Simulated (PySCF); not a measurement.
Si(F)4(OH2) (F4H2OSi), SMILES O->[Si](F)(F)(F)F (connectivity only; charge and spin as stated), neutral, multiplicity 1.

Coordinates come from a PBE0-D3(BJ)/def2-SVP optimisation. Other conformers were not sampled.

All values below come from PySCF with M06-2X/def2-TZVP.

The molecule is in vacuum.

Computed frontier levels, gap, dipole moment and polarisability:
```json
{
  "highest_occupied_level": "-12.89 eV",
  "lowest_empty_level": "0.47 eV",
  "orbital_gap": "13.36 eV",
  "dipole_moment": "4.51 D",
  "quadrupole, principal values (traceless, Buckingham form, about the centre of nuclear charge)": "-7.51, -1.59, 9.09 D·Å",
  "mean_static_polarisability": "27.3 bohr³ (4.05 Å³)",
  "polarisability_principal_values": "25.5, 27.2, 29.3 bohr³"
}
```
